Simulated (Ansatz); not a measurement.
Basis-set series for `[NH]=[W](=[NH])([OH])[F]`. Charge 0, multiplicity 1. W: def2 effective core potential. The structure was optimised at the PBE0-D4/def2-TZVP level. It is one conformer, not always the lowest.

```csv
functional,basis,functions,energy (Eh),HOMO (eV),LUMO (eV)
PBE0-D4,def2-SVP,103,-353.07411,-7.85,-0.96
PBE0-D4,def2-QZVPP,399,-353.46646,-7.96,-1.13
ωB97M-V,def2-SVP,103,-353.19091,-10.08,1.14
ωB97M-V,def2-QZVPP,399,-353.59285,-10.21,0.62
```

Question: Give the rows for def2-TZVPP. (Best estimate.)

Answer: Computed: 
```csv
functional,basis,functions,energy (Eh),HOMO (eV),LUMO (eV)
PBE0-D4,def2-TZVPP,222,-353.44959,-7.92,-1.05
ωB97M-V,def2-TZVPP,222,-353.57696,-10.16,1.06
```

Positive LUMOs are unbound and depend on the basis.
